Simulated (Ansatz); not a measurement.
Ansatz (a quantum-chemistry and plane-wave program) input (B3LYP-D3(BJ)/def2-TZVP):

Ansatz 0.2 input:
```yaml
crystal:
  periodic: [false, false, false]
  atoms:
    - {symbol: Sb, position_ang: [0.98351288, 0.49716976, 0.32238646]}
    - {symbol: I, position_ang: [-0.82502440, 1.26158712, -1.49182215]}
    - {symbol: I, position_ang: [-0.10484078, -1.77931370, 1.20427416]}
basis:
  gaussian:
    orbitals: def2-TZVP
hamiltonian:
  xc: b3lyp
  dispersion: d3bj
total_charge: 1
relax: {f_tol: 0.002, max_steps: 150}
```

Output:

```
Functional definition: B3LYP
integrals: 0.08 GiB planned
1258 factors; their error is unknown
mean field: 0.71 GiB planned
mean field evaluation 1: about -22738.6146 eV, gradient 2.7e1 eV
mean field evaluation 2: about -22727.4988 eV, gradient 6.4e1 eV
mean field evaluation 4: about -22740.9001 eV, gradient 3.2e0 eV
mean field evaluation 8: about -22741.5069 eV, gradient 8.9e-1 eV
mean field evaluation 16: about -22741.5075 eV, gradient 3.9e-4 eV
mean field -22741.50747601 eV, -835.7349849961 hartree, gradient 4.9e-5 eV, S^2 0.000000; 0 other end points of the search recorded, 0 dependent functions left out
the calculation of the forces begins
reference -22741.50769261 eV, -835.7349929559 hartree; 36, 36 occupied and 114, 114 virtual orbitals, 1258 factors
relax step   1: F+E_penalty+E_count = -22741.80807875 eV  Δ(F+E_penalty+E_count) = +0.000e0 eV  max|allowed force component| = 4.601e-1 eV/Å  Δτ_max = 0.0000 Å  (33 SCF iters, accepted)
these checks for a lower state are left out or cut short: starts, cluster_reference, orbital_swaps, neighbouring_geometries, increment
integrals: 0.08 GiB planned
1258 factors; their error is unknown
mean field: 0.71 GiB planned
mean field -22741.51710555 eV, -835.7353388750 hartree, gradient 1.1e-5 eV, S^2 0.000000; 0 other end points of the search recorded, 0 dependent functions left out
the calculation of the forces begins
reference -22741.51732157 eV, -835.7353468137 hartree; 36, 36 occupied and 114, 114 virtual orbitals, 1258 factors
relax step   2: F+E_penalty+E_count = -22741.81666905 eV  Δ(F+E_penalty+E_count) = -8.590e-3 eV  max|allowed force component| = 3.005e-1 eV/Å  Δτ_max = 0.0679 Å  (36 SCF iters, accepted)
these checks for a lower state are left out or cut short: starts, cluster_reference, orbital_swaps, neighbouring_geometries, increment
integrals: 0.08 GiB planned
1258 factors; their error is unknown
mean field: 0.71 GiB planned
mean field evaluation 32: about -22741.5226 eV, gradient 4.7e-3 eV
mean field -22741.52257799 eV, -835.7355399836 hartree, gradient 6.6e-6 eV, S^2 0.000000; 0 other end points of the search recorded, 0 dependent functions left out
the calculation of the forces begins
reference -22741.52279426 eV, -835.7355479313 hartree; 36, 36 occupied and 114, 114 virtual orbitals, 1258 factors
relax step   3: F+E_penalty+E_count = -22741.82251743 eV  Δ(F+E_penalty+E_count) = -5.848e-3 eV  max|allowed force component| = 1.880e-2 eV/Å  Δτ_max = 0.0275 Å  (37 SCF iters, accepted)
these checks for a lower state are left out or cut short: starts, cluster_reference, orbital_swaps, neighbouring_geometries, increment
integrals: 0.08 GiB planned
1258 factors; their error is unknown
mean field: 0.71 GiB planned
mean field -22741.52249882 eV, -835.7355370740 hartree, gradient 6.6e-6 eV, S^2 0.000000; 0 other end points of the search recorded, 0 dependent functions left out
the calculation of the forces begins
reference -22741.52271506 eV, -835.7355450207 hartree; 36, 36 occupied and 114, 114 virtual orbitals, 1258 factors
relax step   4: F+E_penalty+E_count = -22741.82254339 eV  Δ(F+E_penalty+E_count) = -2.597e-5 eV  max|allowed force component| = 4.016e-4 eV/Å  Δτ_max = 0.0010 Å  (38 SCF iters, accepted)
integrals: 0.08 GiB planned
1258 factors; their error is unknown
mean field: 0.71 GiB planned
mean field evaluation 64: about -22741.5225 eV, gradient 6.8e-4 eV
mean field -22741.52249882 eV, -835.7355370740 hartree, gradient 6.6e-6 eV, S^2 0.000000; 1 other end points of the search recorded, 0 dependent functions left out
the calculation of the forces begins
reference -22741.52271506 eV, -835.7355450207 hartree; 36, 36 occupied and 114, 114 virtual orbitals, 1258 factors
Total energy: -22741.82275963 eV, -835.7465714555 hartree
Atom 0 at     0.948341     0.478911     0.310996 Å, force     0.000015     0.000011     0.000002 eV/Å
Atom 1 at    -0.809129     1.278055    -1.492600 Å, force     0.000088    -0.000402     0.000351 eV/Å
Atom 2 at    -0.085565    -1.777523     1.216443 Å, force    -0.000103     0.000390    -0.000353 eV/Å
Dipole moment:     0.347659     0.181501     0.111862 e Å
```

It need not be the lowest isomer of its formula.
